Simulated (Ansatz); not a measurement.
Gas-phase electronic energies from Ansatz, PBE0-D4/def2-TZVP geometries. CBS: MP2 limit from def2 TZ/QZ plus the TZ coupled-cluster correction, frozen cores. This one scheme is used for every species. DFT in def2-TZVPP. HSE06 is defined as in plane-wave codes. Each species was taken in one conformer, which may not be the lowest.

Reaction (formal hydrolysis of a B–C bond): `CBNC` + H₂O → `CNBO` + CH₄

`CBNC`:

Cartesian coordinates in Å:
```
C 0.829 -1.809 0.174
B -0.203 -0.628 0.239
N 0.113 0.648 -0.210
C -0.744 1.809 -0.204
H 1.800 -1.534 -0.247
H 0.427 -2.637 -0.422
H 1.001 -2.224 1.173
H -1.310 -0.791 0.682
H 1.033 0.819 -0.589
H -1.710 1.534 0.218
H -0.324 2.619 0.402
H -0.911 2.195 -1.215
```

H₂O:

Cartesian coordinates in Å:
```
O 0.373 -0.065 0.090
H -0.005 0.729 -0.295
H -0.368 -0.664 0.204
```

`CNBO`:

Z-matrix (Å, degrees):
```
C
N 1 1.440
H 1 1.095 2 112.0
H 1 1.091 2 109.1 3 119.3
H 1 1.095 2 112.0 3 -121.5
B 2 1.395 1 126.3 3 -119.4
H 2 1.009 1 115.2 3 60.6
O 6 1.374 2 118.7 1 -180.0
H 6 1.203 2 119.7 1 0.0
H 8 0.957 6 112.4 2 -180.0
```

CH₄:

Z-matrix (Å, degrees):
```
C
H 1 1.090
H 1 1.090 2 109.5
H 1 1.090 2 109.5 3 -120.0
H 1 1.090 2 109.5 3 120.0
```

(1) Is it downhill or uphill in electronic energy at CCSD(T)/CBS, and by how much? (Best estimate.)

(2) What do these levels give: LDA (SPW92), PBE0-D4, r2SCAN0-D4, PBE-QIDH, r2SCAN, PBE0, r2SCAN0, HSE06, BHLYP, CAM-B3LYP, HF/def2-TZVPP, HF/def2-QZVPP? (Estimate.)

Largest T1 diagnostic among the species: 0.012.

Results:

(1) Computed: Downhill: ΔE = -26.7 kcal/mol.

(2) The calculation gave: LDA (SPW92) -27.8, PBE0-D4 -27.2, r2SCAN0-D4 -28.6, PBE-QIDH -27.9, r2SCAN -28.9, PBE0 -27.6, r2SCAN0 -28.8, HSE06 -27.6, BHLYP -30.1, CAM-B3LYP -29.9, HF/def2-TZVPP -31.3, HF/def2-QZVPP -31.2 kcal/mol.

In def2-TZVPP, CCSD(T) changes the Hartree–Fock value by +3.7 kcal/mol (the triples alone add +0.3 kcal/mol) and MP2 by +3.6 kcal/mol. Leaving LDA and LC-ωPBE aside and taking each functional with its dispersion term where it has one, the values, not all of them listed here, spread over 3.2 kcal/mol, from BHLYP-D4 to revPBE-D4.
